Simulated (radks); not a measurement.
Results of a calculation; reference values are marked as such.
The zinc ion Zn22+, configuration [He] 2s2 2p4 (the NIST ground configuration). Code: a radial shooting solver on a logarithmic mesh with Libxc functionals. Model: Dirac Kohn-Sham, BLYP, spin-unpolarised, spherical densities, finite nucleus; open shells fill j = l - 1/2 first; Fermi nuclear charge, rms radius 3.9283 fm.

Spin-orbit splittings of the eigenvalues, e(l+1/2) - e(l-1/2), with zeta = 2 splitting/(2l+1) and mean radii in bohr:

| shell | occ. | splitting (eV) | zeta (eV) | <r> j=l-1/2 | <r> j=l+1/2 |
|---|---|---|---|---|---|
| 2p | 4 | 26.69 | 17.79 | 0.1857 | 0.1888 |
| 3p | 0 | 6.463 | 4.309 | 0.5091 | 0.5137 |
